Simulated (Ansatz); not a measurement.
System: C₂H₇GeO (charge 0, doublet). It need not be the lowest isomer of its formula. SMILES: [CH2]C[O][GeH3]
Structure (B3LYP-D3(BJ)/def2-TZVP (Ansatz, a first-principles code) minimum search):
```xyz
11

C     -2.9186     0.0628     0.0988
C     -1.5557    -0.4555     0.3355
O     -0.5978     0.3928    -0.2786
Ge     1.1412     0.0272    -0.0582
H     -3.0555     1.0937    -0.1924
H     -3.7803    -0.5520     0.3174
H     -1.4708    -1.4856    -0.0489
H     -1.3591    -0.5272     1.4229
H      1.8679     1.1297    -0.8338
H      1.4725     0.0591     1.4482
H      1.4357    -1.3755    -0.6285
```
Charge 0, spin multiplicity 2.

Property: atomisation energy (electronic, to ground-state atoms), in kcal/mol. Valence correlation only, unless marked. UHF or UKS for open shells. No spin-orbit coupling. Frozen are the shells of the preceding noble gas and the d and f shells that filled before the atom's block. No relativistic terms. The coupled-cluster limit lacks core correlation, which all-electron functionals hold. CBS(X,Y): correlation extrapolated as X^-3; Hartree-Fock from the larger set.

| level | program | atomisation energy (kcal/mol) | minus last row |
|---|---|---|---|
| HF/aug-cc-pVTZ | Ansatz | 650.1 | -237.3 |
| r2SCAN-D3(BJ)/def2-TZVPD | Ansatz + dftd3 | 893.4 | 6.0 |
| PBE0/def2-QZVPP | Ansatz | 883.8 | -3.6 |
| PBE-QIDH/def2-TZVPD | Ansatz | 877.4 | -10.0 |
| MP2/STO-3G | Ansatz | 920.3 | 32.9 |
| RI-MP2/CBS(aug-cc-pVTZ,aug-cc-pVQZ) | Ansatz | 894.2 | 6.8 |
| SCS-MP2/6-31G* | Ansatz | 795.3 | -92.1 |
| CCSD/CBS(cc-pVTZ,cc-pVQZ) | Ansatz | 875.1 | -12.3 |
| CCSD(T)/aug-cc-pVTZ | Ansatz | 870.5 | -16.9 |
| CCSD(T)/CBS(cc-pVTZ,cc-pVQZ) | Ansatz | 887.4 | 0.0 |
